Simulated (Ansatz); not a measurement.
`CC[SiH](O)F` → `[CH2]` (triplet) + `C[SiH](O)F`  (formal loss of a carbene)

Isolated molecules relaxed with PBE0-D4/def2-TZVP in Ansatz; ΔE leaves out vibrations. CCSD(T)/CBS adds triple-zeta CCSD(T) − MP2 to the extrapolated MP2 energy (def2 sets, frozen cores). This one scheme is used for every species. DFT in def2-TZVPP. HSE06 is defined as in plane-wave codes. Triplets are unrestricted, without spin–orbit coupling. Each species was taken in one conformer, which may not be the lowest.

`CC[SiH](O)F`:

```xyz
12

C     0.215   -1.527   -0.245
C    -0.735   -0.385    0.114
Si   -0.032    1.298   -0.233
O     1.341    1.607    0.600
F    -1.153    2.374    0.155
H    -0.236   -2.501   -0.043
H     1.145   -1.468    0.326
H     0.485   -1.505   -1.304
H    -1.015   -0.433    1.173
H    -1.674   -0.476   -0.444
H     0.324    1.505   -1.653
H     1.336    1.511    1.554
```

`[CH2]` (triplet):

```xyz
3

C    -0.228    0.134    0.079
H     0.257   -0.379    0.896
H    -0.029    0.245   -0.975
```

`C[SiH](O)F`:

Z-matrix (Å, degrees):
```
C
Si 1 1.851
H 1 1.093 2 110.5
H 1 1.093 2 110.6 3 -119.8
H 1 1.093 2 111.4 3 119.7
O 2 1.634 1 113.2 3 179.7
F 2 1.601 1 107.2 3 -59.2
H 2 1.477 1 113.7 3 59.6
H 6 0.958 2 119.0 1 51.4
```

```json
{"level": "LDA (SPW92)", "ΔE (kJ/mol)": "495.1", "difference from CCSD(T)/CBS": "72.4"}
{"level": "PBE-D4", "ΔE (kJ/mol)": "429.3", "difference from CCSD(T)/CBS": "6.6"}
{"level": "revPBE-D4", "ΔE (kJ/mol)": "416.8", "difference from CCSD(T)/CBS": "-5.9"}
{"level": "r2SCAN-D4", "ΔE (kJ/mol)": "398.8", "difference from CCSD(T)/CBS": "-23.9"}
{"level": "B97M-V", "ΔE (kJ/mol)": "421.1", "difference from CCSD(T)/CBS": "-1.6"}
{"level": "PBE0-D4", "ΔE (kJ/mol)": "420.8", "difference from CCSD(T)/CBS": "-1.9"}
{"level": "r2SCANh-D4", "ΔE (kJ/mol)": "397.4", "difference from CCSD(T)/CBS": "-25.3"}
{"level": "r2SCAN0-D4", "ΔE (kJ/mol)": "395.5", "difference from CCSD(T)/CBS": "-27.2"}
{"level": "HSE06-D4", "ΔE (kJ/mol)": "421.1", "difference from CCSD(T)/CBS": "-1.6"}
{"level": "BHLYP-D4", "ΔE (kJ/mol)": "404.2", "difference from CCSD(T)/CBS": "-18.5"}
{"level": "CAM-B3LYP-D4", "ΔE (kJ/mol)": "419.7", "difference from CCSD(T)/CBS": "-3.0"}
{"level": "ωB97X-V", "ΔE (kJ/mol)": "433.9", "difference from CCSD(T)/CBS": "11.2"}
{"level": "ωB97M-V", "ΔE (kJ/mol)": "425.3", "difference from CCSD(T)/CBS": "2.6"}
{"level": "B2PLYP", "ΔE (kJ/mol)": "412.3", "difference from CCSD(T)/CBS": "-10.4"}
{"level": "PBE-QIDH", "ΔE (kJ/mol)": "418.9", "difference from CCSD(T)/CBS": "-3.8"}
{"level": "PBE", "ΔE (kJ/mol)": "422.5", "difference from CCSD(T)/CBS": "-0.2"}
{"level": "revPBE", "ΔE (kJ/mol)": "397.1", "difference from CCSD(T)/CBS": "-25.6"}
{"level": "BLYP", "ΔE (kJ/mol)": "400.9", "difference from CCSD(T)/CBS": "-21.8"}
{"level": "r2SCAN", "ΔE (kJ/mol)": "396.9", "difference from CCSD(T)/CBS": "-25.8"}
{"level": "PBE0", "ΔE (kJ/mol)": "415.0", "difference from CCSD(T)/CBS": "-7.7"}
{"level": "r2SCANh", "ΔE (kJ/mol)": "395.4", "difference from CCSD(T)/CBS": "-27.3"}
{"level": "HSE06", "ΔE (kJ/mol)": "415.7", "difference from CCSD(T)/CBS": "-7.0"}
{"level": "BHLYP", "ΔE (kJ/mol)": "396.3", "difference from CCSD(T)/CBS": "-26.4"}
{"level": "CAM-B3LYP", "ΔE (kJ/mol)": "413.8", "difference from CCSD(T)/CBS": "-8.9"}
{"level": "LC-ωPBE", "ΔE (kJ/mol)": "411.3", "difference from CCSD(T)/CBS": "-11.4"}
{"level": "HF/def2-SVP", "ΔE (kJ/mol)": "284.7", "difference from CCSD(T)/CBS": "-138.0"}
{"level": "MP2/def2-SVP", "ΔE (kJ/mol)": "417.9", "difference from CCSD(T)/CBS": "-4.8"}
{"level": "CCSD/def2-SVP", "ΔE (kJ/mol)": "401.4", "difference from CCSD(T)/CBS": "-21.3"}
{"level": "CCSD(T)/def2-SVP", "ΔE (kJ/mol)": "409.7", "difference from CCSD(T)/CBS": "-13.0"}
{"level": "HF/def2-TZVPP", "ΔE (kJ/mol)": "275.5", "difference from CCSD(T)/CBS": "-147.2"}
{"level": "MP2/def2-TZVPP", "ΔE (kJ/mol)": "424.2", "difference from CCSD(T)/CBS": "1.5"}
{"level": "SCS-MP2/def2-TZVPP", "ΔE (kJ/mol)": "425.4", "difference from CCSD(T)/CBS": "2.7"}
{"level": "CCSD/def2-TZVPP", "ΔE (kJ/mol)": "401.0", "difference from CCSD(T)/CBS": "-21.7"}
{"level": "CCSD(T)/def2-TZVPP", "ΔE (kJ/mol)": "412.0", "difference from CCSD(T)/CBS": "-10.7"}
{"level": "HF/def2-QZVPP", "ΔE (kJ/mol)": "275.4", "difference from CCSD(T)/CBS": "-147.3"}
{"level": "MP2/def2-QZVPP", "ΔE (kJ/mol)": "430.3", "difference from CCSD(T)/CBS": "7.6"}
{"level": "SCS-MP2/def2-QZVPP", "ΔE (kJ/mol)": "432.8", "difference from CCSD(T)/CBS": "10.1"}
{"level": "HF/CBS(def2)", "ΔE (kJ/mol)": "275.4", "difference from CCSD(T)/CBS": "-147.3"}
{"level": "MP2/CBS(def2)", "ΔE (kJ/mol)": "434.9", "difference from CCSD(T)/CBS": "12.2"}
{"level": "CCSD/CBS(def2)", "ΔE (kJ/mol)": "411.7", "difference from CCSD(T)/CBS": "-11.0"}
{"level": "CCSD(T)/CBS", "ΔE (kJ/mol)": "422.7", "difference from CCSD(T)/CBS": "0"}
```

What do rigid-rotor, harmonic-oscillator terms from PBE0-D4/def2-TZVP frequencies (298.15 K, 1 bar) make of the CCSD(T)/CBS value? (Best estimate.)

Computed: ΔZPE = -30.6 kJ/mol, ΔH = +398.7 kJ/mol, ΔS = 162 J/(mol·K), ΔG = +350.3 kJ/mol. Open shells count their whole term as degenerate.

Largest T1 diagnostic among the species: 0.011.

From r2SCAN to r2SCAN0 (25 % exact exchange), in def2-TZVPP and without D4, ΔE moves by −3.6 kJ/mol. The D4 term adds +10.7 kJ/mol with B3LYP and +5.8 kJ/mol with PBE0; it sums over pairs of atoms, weighted by their polarisabilities, and B3LYP, whose exchange is more repulsive, gets the larger term.

B3LYP here is the variant with VWN-RPA as its local correlation; programs differ in this.
